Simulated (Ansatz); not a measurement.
Consider the substitution at a C–C bond: `C[CH](C)[In]([OH])[SH]` + `[CH3][SnH]([OH])[SH]` → `C[O][SnH]([CH3])[SH]` + `C[CH2][In]([OH])[SH]`.

Computed with Ansatz on PBE0-D4/def2-TZVP structures; ΔE is electronic, products minus reactants. CCSD(T)/CBS adds triple-zeta CCSD(T) − MP2 to the extrapolated MP2 energy (def2 sets, frozen cores). DFT in def2-TZVPP. def2 core potentials past Kr. For In, Sn outer-core shells are correlated without core-valence functions, which leaves a few kJ/mol of doubt a bond. Each species was taken in one conformer, which may not be the lowest.

Is it downhill or uphill in electronic energy at CCSD(T)/CBS, and by how much? (Best estimate.)

The calculation gave: Uphill: ΔE = +55.5 kJ/mol.

What do these levels give: ωB97X-V, r2SCAN, PBE0, SCS-MP2/def2-TZVPP, CCSD/def2-TZVPP, MP2/CBS(def2)? (An estimate is asked.)

Ansatz gave: ωB97X-V 47.8, r2SCAN 51.6, PBE0 51.1, SCS-MP2/def2-TZVPP 53.6, CCSD/def2-TZVPP 51.8, MP2/CBS(def2) 61.5 kJ/mol.

Largest T1 diagnostic among the species: 0.014.

In def2-TZVPP, CCSD(T) changes the Hartree–Fock value by +13.4 kJ/mol (the triples alone add +1.2 kJ/mol) and MP2 by +19.4 kJ/mol.
